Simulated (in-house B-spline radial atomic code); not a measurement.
Results of a calculation; reference values are marked as such.
Making a Troullier-Martins d channel for Ru, r_c = 1.69 bohr

Ru, [Kr] 4d7 5s1, non-relativistic LDA (VWN5), spherical and spin-unpolarised, from a B-spline radial code for spherical atoms (atomic units). The all-electron 4d level is ε = -0.210376 hartree, its outermost node lies just inside 0.49 bohr and its outer maximum at 1.21 bohr.

Inside r_c the pseudo-orbital is u(r) = r^3 exp(p(r)), with p = c0 + c2 r² + c4 r⁴ + … + c12 r¹². The seven coefficients follow from p and its first four derivatives at r_c, from zero curvature of the screened potential at the origin, c4 = −c2²/(2l + 5), and from the norm inside r_c. At r_c the all-electron orbital has P = 0.7009082, P' = -0.3467605, the screened potential V = -1.366977, V' = 2.105832, V'' = -4.551261, and the norm inside is Q = 0.597334.

Q: What are p, p' and p'' at r_c?

A: p = ln(P/r_c^3) = ln(0.7009082/4.82681) = -1.92956. p' = P'/P − 3/r_c = -0.49473 − 1.77515 = -2.26988. The radial equation gives p'' = 2(V − ε) − 2(3) p'/r_c − p'² = -2.31320 − (-8.05874) − 5.15235 = 0.59319. Differentiating, p''' = 2V' + 2(3)p'/r_c² − 2(3)p''/r_c − 2p'p'' = 0.030115, and p'''' = 2V'' − 4(3)p'/r_c³ + 4(3)p''/r_c² − 2(3)p'''/r_c − 2p''² − 2p'p''' = -1.641.

For a trial c2 the five matching conditions are linear in c0, c6, c8, c10 and c12, and c2 is varied until the norm inside r_c equals Q. The root nearest zero gives:

```csv
n,c_n
0,1.100181
2,-1.348847
4,-0.2021542
6,0.2924654
8,-0.1080178
10,0.01858271
12,-0.001264013
```

Q: Check c4 and p(r_c), and find the screened pseudopotential at the origin.

A: −c2²/9 = -0.202154, as listed. The terms c_n r_c^n are 1.10018, -3.85244, -1.64903, 6.81388, -7.18768, 3.53164, -0.68611, which sum to -1.92956. Inverting the radial equation, V_l(r) = ε + 3 p'/r + (p'' + p'²)/2, so V_l(0) = ε + (2l + 3) c2 = -0.210376 + 7 × (-1.34885) = -9.6523 hartree, finite where the all-electron potential diverges.

Orbitals and screened potentials:

| r (bohr) | P | u | V all-electron | V pseudo |
| --- | --- | --- | --- | --- |
| 0.169 | -0.3291 | 0.01395 | -140.8 | -9.643 |
| 0.422 | -0.141 | 0.1767 | -30.42 | -9.331 |
| 0.676 | 0.4185 | 0.4919 | -12.21 | -8.017 |
| 0.93 | 0.7296 | 0.7422 | -6.131 | -5.691 |
| 1.183 | 0.8129 | 0.8173 | -3.431 | -3.41 |
| 1.436 | 0.7798 | 0.7802 | -2.089 | -2.044 |
| 1.69 | 0.7009 | 0.7009 | -1.367 | -1.367 |

Logarithmic derivatives P'/P at R = 1.99 bohr, for energies E around ε:

| E − ε (hartree) | all-electron | pseudo |
| --- | --- | --- |
| -0.5 | 0.63017 | 0.630589 |
| -0.25 | 0.167697 | 0.167893 |
| -0.1 | -0.230896 | -0.230846 |
| 0 | -0.588307 | -0.588307 |
| 0.1 | -1.06973 | -1.06962 |
| 0.25 | -2.25445 | -2.25301 |
| 0.5 | -11.5248 | -11.4468 |

Q: With P(R) = 0.5946889 and a norm of 0.7235285 inside R, what slope in energy does norm conservation fix?

A: d(P'/P)/dE = −2 × (norm inside R)/P(R)² = -4.0917 per hartree·bohr at E = ε, for both atoms, since orbital and norm agree at R. Differences over ±0.1 hartree give -4.1942 (all-electron) and -4.1939 (pseudo), which also hold third-order terms. Half a hartree below ε the two curves differ by +0.0004.
